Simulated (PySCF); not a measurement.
## How methods differ on the excitation energy of Cl+

Cl+ [Ne] 3s2 3p4 (3P) → Cl+ [Ne] 3s2 3p3 3d1 (5D), as a difference of total energies. Computed with PySCF 2.14 in aug-cc-pV(T+d)Z with one added diffuse shell each of s, p, d, f type (7s6p5d3f, 71 functions), with no relativity, point nucleus. Correlated levels: valence: [Ne] frozen. The calculations carry no spin-orbit coupling.

```tsv
method	excitation energy (eV)
UHF	12.888
LDA	13.439
PBE	13.269
PBE0	13.370
r2SCAN	13.414
TPSS	13.415
r2SCAN0	13.437
MP2 (valence)	13.450
SCS-MP2 (valence)	13.639
```

**Question.** Estimate what wB97X-V gives.

**Answer.** 13.779 eV, closest to SCS-MP2 (valence) among the rows shown.

**Question.** Estimate what MN15 gives.

**Answer.** 13.767 eV, closest to SCS-MP2 (valence) among the rows shown.

Errors of the correlated levels include the incompleteness of this basis and the frozen core.

For comparison: 13.633 eV (measured; NIST levels, between the centres of gravity of the two terms).
